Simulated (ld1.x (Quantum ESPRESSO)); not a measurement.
## Logarithmic derivatives: praseodymium, TM

ld1.x (Quantum ESPRESSO) 7.5 input, shortened:

```
&input
   title='Pr', zed=59., rel=1, dft='PW91', iswitch=3,
   config='[Xe] 4f2 5d0 6s0 6p0'
 /
 &inputp
   pseudotype=2, tm=.true., lloc=0,
   nlcc=.true., new_core_ps=.true., rcore=0.95
 /
4
5P  2  1   6.00   0.00  1.80  1.80  0.0
5D  3  2   0.00   0.00  3.20  3.20  0.0
4F  4  3   2.00   0.00  1.30  1.30  0.0
5S  1  0   2.00   0.00  1.60  1.60  0.0
 &test
   configts(1)='4f2 5s2 5p6 5d0 6s0 6p0'
 /
```

The phase is arctan(r·u′/u) with u = r·R(r), unwrapped; energies in Ry, scanned from -7 to 5 Ry. A pole is an energy at which the radial function vanishes at the test radius. The pseudo phase is shifted by a multiple of π to meet the all-electron one at the reference energy, and phase errors are pseudo minus all-electron; the curves can meet again beyond the range given. Levels narrower than the energy grid can be missing from the lists of poles.

Question: For each channel, where are the poles, and over which energies does the pseudopotential scatter like the atom?

Answer:

```json
{"channel": "s", "radius (bohr)": "3.50", "reference energy (Ry)": "-4.83", "poles, all-electron": "-4.81, -0.27", "poles, pseudo": "-4.81, -0.34, 4.67", "unbroken range about the reference energy with phases within 0.05 rad": "below -1.8", "phase error 1 Ry above the reference energy (rad)": "-0.000"}
{"channel": "p", "radius (bohr)": "3.50", "reference energy (Ry)": "-3.46", "poles, all-electron": "-3.41, 0.67", "poles, pseudo": "-3.41, 0.61", "unbroken range about the reference energy with phases within 0.05 rad": "below 2.4", "phase error 1 Ry above the reference energy (rad)": "-0.000"}
{"channel": "d", "radius (bohr)": "3.50", "reference energy (Ry)": "-1.76", "poles, all-electron": "-1.48, 2.38", "poles, pseudo": "-1.48, 2.30", "unbroken range about the reference energy with phases within 0.05 rad": "below 0.2", "phase error 1 Ry above the reference energy (rad)": "-0.001"}
{"channel": "f", "radius (bohr)": "3.50", "reference energy (Ry)": "-2.20", "poles, all-electron": "-2.18, 0.69, 4.80", "poles, pseudo": "-2.18, 0.79", "unbroken range about the reference energy with phases within 0.05 rad": "below -0.7", "phase error 1 Ry above the reference energy (rad)": "+0.004"}
```

Phases in the f channel:

```csv
E (Ry),all-electron,pseudo
-7.00,1.454,1.454
-6.74,1.452,1.452
-6.48,1.449,1.449
-6.22,1.446,1.446
-5.96,1.443,1.443
-5.70,1.439,1.439
-5.44,1.435,1.435
-5.18,1.431,1.431
-4.92,1.427,1.427
-4.66,1.422,1.422
-4.40,1.416,1.416
-4.14,1.410,1.410
-3.88,1.403,1.403
-3.62,1.394,1.394
-3.36,1.385,1.385
-3.10,1.373,1.373
-2.84,1.358,1.358
-2.58,1.337,1.338
-2.32,1.287,1.287
-2.06,-1.797,-1.797
-1.80,-1.852,-1.852
-1.54,-1.904,-1.903
-1.28,-1.980,-1.977
-1.02,-2.115,-2.108
-0.76,-2.427,-2.400
-0.50,-3.271,-3.182
-0.24,-4.128,-4.068
0.02,-4.449,-4.417
0.28,-4.592,-4.568
0.54,-4.675,-4.654
0.80,-4.736,-4.714
1.06,-4.788,-4.762
1.32,-4.841,-4.808
1.58,-4.906,-4.857
1.84,-5.003,-4.920
2.10,-5.191,-5.015
2.36,-5.721,-5.195
2.62,-6.874,-5.666
2.88,-7.405,-6.738
3.14,-7.590,-7.337
3.40,-7.680,-7.549
3.66,-7.735,-7.650
3.92,-7.773,-7.710
4.18,-7.802,-7.750
4.44,-7.826,-7.780
4.70,-7.846,-7.804
4.96,-7.865,-7.824
```
